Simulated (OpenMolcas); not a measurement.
## Cr5+, Mo5+, W5+: d down the group

- Program: OpenMolcas 26.06
- Method: CASSCF
- Basis: ANO-R2
- Scalar Hamiltonian: X2C, finite nucleus
- Spin-orbit coupling: state interaction with AMFI integrals over the reference wave functions, term energies averaged over their components

Active space for each ion: 1 electron in 10 orbitals (d d).

Computed levels in cm-1 above 2D 3/2:

```tsv
Level	Cr5+	Mo5+	W5+
2D 5/2	930	2538	9519
weight of 2D in the lowest level (%)	100	100	100
```

Measured, with the error of the calculation in %. Measured levels: Cr5+ from Sugar and Corliss, J. Phys. Chem. Ref. Data 6, 317 (1977); Mo5+ from Sugar and Musgrove, J. Phys. Chem. Ref. Data 17, 155 (1988); W5+ from the list in J. Phys. B 45, 035002 (2012).

```csv
Level,Cr5+,Mo5+,W5+
2D 5/2,940 (-1.0),2584 (-1.8),8709 (+9.3)
```

The fine-structure level 2D 5/2 changes by a factor of 10.2 from Cr5+ to W5+.

With one active electron the reference holds no correlation, so core polarisation is missing. With one active electron outside closed inactive shells, the extra shells (4d) add no correlation to the reference (holds for Cr5+). With one active electron outside closed inactive shells, the extra shells (5d) add no correlation to the reference (holds for Mo5+). With one active electron outside closed inactive shells, the extra shells (6d) add no correlation to the reference (holds for W5+). Computed and measured levels are paired by configuration, term and J; levels that our copy of the source lacks, or whose pairing is in doubt (as where it misses far off the trend of its configuration), stay unpaired and out of the deviations. Levels of configurations outside the active space are missing.
